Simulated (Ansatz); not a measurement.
Start from `[CH3][GeH]([SiH3])[Cl]` and change one atom or group to get `[SiH3][GeH2][Cl]`.

Ansatz, PBE0-D4/def2-TZVP geometries, multiplicity 1. 

Scalar relativity is left out up to krypton.

```tsv
property	`[CH3][GeH]([SiH3])[Cl]`
HOMO–LUMO gap (B3LYP/def2-TZVPP) / eV	7.11
LUMO energy (B3LYP/def2-TZVPP) / eV	-0.58
HOMO energy (B3LYP/def2-TZVPP) / eV	-7.69
LUMO energy (PBE/def2-TZVPP) / eV	-1.24
size of the dipole moment (B3LYP/def2-TZVPP) / D	2.41
HOMO–LUMO gap (ωB97M-V/def2-TZVPP) / eV	11.44
```

(1) Give the same properties after the change, and the shifts. (Best estimate.)

Results:

(1) The calculation gave: 
```json
{"property": "HOMO–LUMO gap (B3LYP/def2-TZVPP) / eV", "`[SiH3][GeH2][Cl]`": "7.03", "shift": "-0.08"}
{"property": "LUMO energy (B3LYP/def2-TZVPP) / eV", "`[SiH3][GeH2][Cl]`": "-0.89", "shift": "-0.31"}
{"property": "HOMO energy (B3LYP/def2-TZVPP) / eV", "`[SiH3][GeH2][Cl]`": "-7.92", "shift": "-0.23"}
{"property": "LUMO energy (PBE/def2-TZVPP) / eV", "`[SiH3][GeH2][Cl]`": "-1.55", "shift": "-0.31"}
{"property": "size of the dipole moment (B3LYP/def2-TZVPP) / D", "`[SiH3][GeH2][Cl]`": "2.15", "shift": "-0.26"}
{"property": "HOMO–LUMO gap (ωB97M-V/def2-TZVPP) / eV", "`[SiH3][GeH2][Cl]`": "11.41", "shift": "-0.03"}
```

With PBE0 the HOMO falls by 0.23 eV and the LUMO falls by 0.30 eV, so the gap narrows by about 0.07 eV. PBE moves the HOMO by -0.21 eV and ωB97M-V by -0.25 eV. The zero-point energy changes by -76.0 kJ/mol with -9 modes. Dipoles are sizes alone; their direction can turn.

B3LYP here is the variant with VWN-RPA as its local correlation; programs differ in this.
